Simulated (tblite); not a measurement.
Species: C₆H₁₃PS.
Atom-mapped SMILES: `[CH3:1][CH:2]([CH3:3])[C@@H:4]1[CH2:5][CH2:6][P@@H:7]1=[S:8]` (hydrogens: H9, H10, H11 on C1; H12 on C2; H13, H14, H15 on C3; H16 on C4; H17, H18 on C5; H19, H20 on C6; H21 on P7)

Geometry (GFN2-xTB, Å), atoms numbered from 1 in this order:
```
atom  x, y, z in Å
C1    -1.9295    1.2430   -0.0544
C2    -1.1379    0.0009   -0.4570
C3    -1.2428   -1.0638    0.6302
C4     0.3067    0.4076   -0.7354
C5     1.3036   -0.7302   -1.0591
C6     2.0540   -0.7840    0.2863
P7     1.3585    0.8707    0.7532
S8     0.8608    1.4029    2.5429
H9    -1.9002    1.9945   -0.8410
H10   -1.5055    1.6726    0.8516
H11   -2.9689    0.9895    0.1382
H12   -1.5574   -0.4027   -1.3890
H13   -0.7700   -1.9944    0.3249
H14   -2.2885   -1.2733    0.8441
H15   -0.7731   -0.7092    1.5464
H16    0.3022    1.1946   -1.4957
H17    0.8204   -1.6662   -1.3335
H18    1.9722   -0.4420   -1.8693
H19    1.6772   -1.5622    0.9514
H20    3.1382   -0.8687    0.2278
H21    2.2710    1.7375    0.1369
```

Level: GFN2-xTB in tblite, geometry and Hessian alike; calculated harmonic values, unscaled, isolated species. Errors from tens to a few hundred cm⁻¹ against measured bands are possible. Modes of hydrogen on phosphorus can be 10 to 20 % off. One conformer, not necessarily the lowest.

Harmonic wavenumbers (cm⁻¹): 92.2, 111.0, 133.5, 193.0, 214.5, 222.2, 249.0, 271.6, 355.2, 397.3, 497.3, 515.3, 628.9, 689.7, 748.9, 778.5, 789.5, 848.9, 885.8, 935.8, 947.8, 978.1, 986.1, 1008.1, 1048.8, 1053.4, 1077.0, 1133.9, 1161.9, 1174.9, 1188.7, 1207.2, 1263.5, 1273.3, 1309.9, 1334.4, 1406.6, 1420.3, 1424.7, 1479.9, 1483.6, 1494.8, 1497.2, 1509.8, 2192.7, 2890.5, 2922.8, 2974.8, 2989.3, 2999.7, 3009.5, 3021.5, 3026.2, 3029.8, 3031.7, 3040.4, 3043.5.

A = 1702, B = 1322, C = 946.5 MHz; mass 148.048 u (most abundant isotopes); point group C1, symmetry number 1.

Task: Zero-point energy?

Result: Half the sum of the wavenumbers: 38797 cm⁻¹ = 110.93 kcal/mol.

Task: Give the ideal-gas entropy at 200 K and 1 bar in the rigid-rotor, harmonic-oscillator model (classical rotation).

Result: Translation 38.93, rotation 28.21, vibration 15.63: S = 82.8 cal/(mol K).

Task: And Cp and H(200 K) − H(0)?

Result: Cp = 27.93 cal/(mol K), of which vibrations give 19.98 (their classical limit is 57 R = 113.3); H(200 K) − H(0) = 3.47 kcal/mol without the zero-point energy, 1.88 from vibrations.

Task: Blend soft modes into free rotors: weight 1/[1 + (100 cm⁻¹/ν̃)⁴] for the oscillator and the rest for a rotor with moment μB/(μ + B), μ = h/(8π²ν), B = 10⁻⁴⁴ kg m². What vibrational entropy results?

Result: 15.50 cal/(mol K) in place of 15.63, which changes −T·S at 200 K by +0.03 kcal/mol.

Task: How do the functions run with temperature in this model?

Result: 
```
 T (K)  S (cal/(mol K))  Cp (cal/(mol K))  H − H(0) (kcal/mol)  G − H(0) (kcal/mol)  ln q(vib)
   150             75.5              23.0                 2.20                -9.12       1.97
   250             89.6              33.2                 5.00               -17.39       4.33
298.15             95.9              38.7                 6.73               -21.86       5.51
   400            108.9              50.0                11.25               -32.29       8.06
   600            132.7              67.9                23.15               -56.49      13.19
   900            163.8              85.3                46.35              -101.11      20.73
```

q(vib) and H(0) count from the zero-point level.

Task: Which modes carry the vibrational entropy at 200 K?

Result: 92.2 cm⁻¹: 2.84; 111.0 cm⁻¹: 2.49; 133.5 cm⁻¹: 2.14; 193.0 cm⁻¹: 1.49; 214.5 cm⁻¹: 1.31; 222.2 cm⁻¹: 1.25 cal/(mol K); the other 51 give 4.11 together.

Task: What must be added to the electronic energy to get the Gibbs energy at 200 K and 1 bar?

Result: ZPE + [H(200 K) − H(0)] − T·S = 110.93 + 3.47 − 16.55 = 97.85 kcal/mol.

Hindered rotation and anharmonicity are outside this model. Other conformers, if any are populated, would add a mixing term that is left out. The structure is chiral; the term R ln 2 for an equal mix with its mirror image is left out.
